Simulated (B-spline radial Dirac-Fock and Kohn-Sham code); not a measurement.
# Relative photoemission cross sections at Cr Kα (5414.7 eV): 4s, 4p1/2, 4p3/2, Ga to Eu

The computed values come from a B-spline atomic structure program: a relativistic central-field model (Hartree-Slater potential of the initial state, Latter tail, multipole expansion of the photon field, Dirac-Fock thresholds). Cross sections are relative to C 1s, computed as 0.2777 kb at this energy; β is from the dipole term. Free atoms in their tabulated ground configurations, whose changes along a row show as steps; without correlation, outer binding energies come out low.

```tsv
Z	element	σ 4s	σ 4p1/2	σ 4p3/2	β 4p3/2	binding 4p3/2 (eV)
31	Ga	0.310	0.0118	0.0216	1.14	5.41
32	Ge	0.396	0.0358	0.0654	1.17	6.81
36	Kr	0.807	0.326	0.589	1.27	13.01
38	Sr	1.14	0.558	1.01	1.32	27.33
40	Zr	1.47	0.813	1.47	1.36	37.33
43	Tc	2.00	1.28	2.30	1.42	52.09
46	Pd	2.55	1.80	3.20	1.47	59.40
48	Cd	3.00	2.27	4.05	1.50	78.27
49	In	3.26	2.54	4.52	1.52	90.23
50	Sn	3.52	2.83	5.04	1.53	102.6
54	Xe	4.68	4.20	7.49	1.59	156.8
56	Ba	5.34	4.99	8.92	1.61	197.9
57	La	5.68	5.42	9.70	1.62	217.0
58	Ce	5.95	5.81	10.4	1.63	227.6
59	Pr	6.20	6.15	11.0	1.64	230.1
60	Nd	6.50	6.54	11.7	1.66	240.6
61	Pm	6.79	6.94	12.4	1.66	251.2
62	Sm	7.09	7.35	13.2	1.67	261.8
63	Eu	7.38	7.77	13.9	1.68	272.4
```
